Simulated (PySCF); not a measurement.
## Calculated NMR data

- geometry: GFN2-xTB
- NMR shieldings at PBE0/pcSseg-1/GIAO
- code: PySCF 2.14.0 with density-fitted response routines
- single conformer, equivalent nuclei averaged, no relativistic terms, isolated molecule

Shifts are taken against calculated references (same method and geometry level): 1H (σref 31.72) and 13C (σref 186.93) vs TMS. Where no couplings were computed, multiplicities follow the n + 1 count of equivalent neighbours, and m marks all less simple cases (inequivalent or close neighbours, rings, F or P nearby). Shifts are as computed. Against solution values, carbons near 30 ppm lie about +3 ppm off and those near 130 ppm about +5 ppm (rms about the fit 2.1 ppm; single classes can miss by 10 ppm). Of 1328 compounds with measured shifts, 309 miss one by over three times the rms of a fit or turn the order of signals round; such compounds aren't used in these exercises. Signals without a measured value on file couldn't be tested in this way; 1H shifts scatter by 0.2 ppm about their fit, and single ones miss by 0.5 ppm. OH and NH positions are gas-phase values without hydrogen bonding to other molecules.

**1.** `C=CC(=C)CNC`, C6H11N. 1H NMR (600 MHz, computed): δ 6.63 (m, 1H), 5.69 (br s, 1H), 5.47 (br s, 1H), 5.35 (m, 1H), 5.35 (m, 1H), 3.34 (s, 2H), 2.62 (s, 3H), 0.29 (br s, 1H). 13C{1H} NMR (computed): δ 153.0, 146.8, 129.2, 118.2, 58.0, 40.0.

**2.** `C1C[C@H]2CC[C@@H]1N2`, C6H11N. 1H NMR (600 MHz, computed): δ 3.48 (m, 2H), 1.55 (m, 4H), 1.20 (m, 4H), 0.41 (br s, 1H). 13C{1H} NMR (computed): δ 59.1, 33.5.
